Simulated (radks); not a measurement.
Excited configurations of Er II: one electron is placed in a higher orbital outside [Xe] 4f12. The ground configuration is [Xe] 4f12 6s1. Method: scalar-relativistic Kohn-Sham, LDA (Slater exchange, Perdew-Wang correlation), spin-polarised, spherical densities, finite nucleus; open shells are filled with parallel spins first (spin-orbit coupling, left out, can overturn this in heavy ions); Fermi nuclear charge, rms radius 5.2516 fm; computed with a radial shooting solver on a logarithmic mesh with Libxc functionals. Excitation = E - E(ground); binding = E(ion) - E, where the ion is the core of charge +2; n* = 2/sqrt(2 binding) in atomic units, and the quantum defect is n - n*.

\begin{tabular}{lrrrrr}
outer orbital & excitation (eV) & binding (eV) & n* & quantum defect & eigenvalue (eV) \\ \hline
6p & 3.779 & 8.603 & 2.515 & 3.485 & -6.598 \\
6d & 7.580 & 4.803 & 3.366 & 2.634 & -3.654 \\
6f & 10.013 & 2.369 & 4.793 & 1.207 & -1.829 \\
7s & 6.643 & 5.739 & 3.079 & 3.921 & -4.595 \\
7p & 7.885 & 4.497 & 3.479 & 3.521 & -3.565 \\
\end{tabular}

The Delta-SCF ionisation energy is 12.382 eV (NIST Atomic Spectra Database: 11.92 eV, semi-empirical). Self-interaction in the functional shifts the binding energies and quantum defects, so they are the method's values and not measured ones. Open shells are spherical and high-spin; term and fine-structure splittings are not resolved. Spin-orbit splitting is averaged out at the scalar-relativistic level.
